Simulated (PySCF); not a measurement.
I6In2, SMILES [I][In-]1([I])[I+][In-]([I])([I+]1)[I]. Atoms are numbered in the order given.

```xyz
8

In     1.9593     0.0000    -0.0006
In    -1.9593     0.0000    -0.0006
I      0.0000    -2.0913    -0.0095
I      0.0000     2.0913    -0.0095
I      3.1841     0.0000     2.3599
I      3.2056     0.0000    -2.3499
I     -3.1841     0.0000     2.3599
I     -3.2056     0.0000    -2.3499
```

Geometry optimised at PBE0-D3(BJ)/def2-SVP. The def2 effective core potentials stand for the cores of I, In; spin–orbit coupling is left out.

Computed with PySCF with PBE0-D3(BJ)/def2-SVP.

Frequencies are harmonic and unscaled.

A small imaginary wavenumber (i) marks a very flat motion, where grid noise or a shallow saddle decides the sign.

```tsv
mode	ν (cm⁻¹)	IR (km/mol)	moving atoms (share of kinetic energy)
1	4i	0.1	I 100 %
2	22	0.0	I 100 %
3	29	0.0	I 97 %
4	38	0.0	I 73 %, In 27 %
5	40	0.0	I 100 %
6	44	4.0	I 84 %, In 16 %
7	45	1.5	I 80 %, In 20 %
8	49	0.0	I 50 %, In 50 %
9	56	1.4	I 87 %, In 13 %
10	69	0.0	I 62 %, In 38 %
11	114	0.0	I 62 %, In 38 %
12	125	22.6	I 86 %, In 14 %
13	134	0.0	I 96 %
14	164	26.1	In 57 %, I 43 %
15	182	85.0	I 53 %, In 47 %
16	194	0.0	In 55 %, I 45 %
17	236	0.0	In 63 %, I 37 %
18	238	65.8	In 64 %, I 36 %
```
